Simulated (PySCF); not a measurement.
**Electron correlation in Be (beryllium, neutral)**

[He] 2s1 3s1, high-spin 3S determinant (an excited configuration). All numbers are calculated (PySCF 2.14, no relativity, point nucleus, in dyall-av2z (11s7p2d, 42 functions)). Frozen: 1s2; 2 electrons correlated; the 5 highest virtual orbitals of each spin left out.

Total MP2 correlation energy: -1.99 mhartree.

Same-spin part -1.99 and opposite-spin part 0.00 mhartree; SCS-MP2 scales them by 1/3 and 6/5 to -0.66 mhartree.
